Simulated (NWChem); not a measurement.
System: HfH4S2; SMILES [SH][HfH2][SH]

NWChem input:

```
start job
memory heap 200 mb stack 900 mb global 1100 mb
geometry units angstroms noautoz
  Hf    -0.211956     0.031413     0.076442
  H     -1.547423    -0.152966     1.328747
  H     -0.974623    -0.013154    -1.600224
  S      1.346493    -1.815883     0.234928
  H      1.081514    -2.027410    -1.083781
  S      0.817460     2.208057     0.394480
  H      2.061185     1.684002     0.517403
end
basis spherical
  * library def2-svpd
end
ecp
  Hf library def2-ecp
end
dft
  xc b3lyp
  iterations 150
end
tddft
  cis
  nroots 6
  notriplet
end
task tddft energy
```

Coordinates come from a PBE0/def2-SVP optimisation. No frequency run checked for a minimum. B3LYP is NWChem's, with the RPA form of VWN correlation. def2 effective core potentials on Hf; no spin-orbit coupling.

Vertical excitations in the gas phase.

Task: What results follow from this input? (B3LYP/def2-SVPD with def2 effective core potentials on Hf, TDA.) Quantities: lowest excitation, singlet (eV); oscillator strength of that lowest state; orbital gap (eV).

Result: 
```yaml
lowest excitation, singlet (eV): 4.29
oscillator_strength_of_that_lowest_state: 0.003
orbital gap (eV): 5.43
```
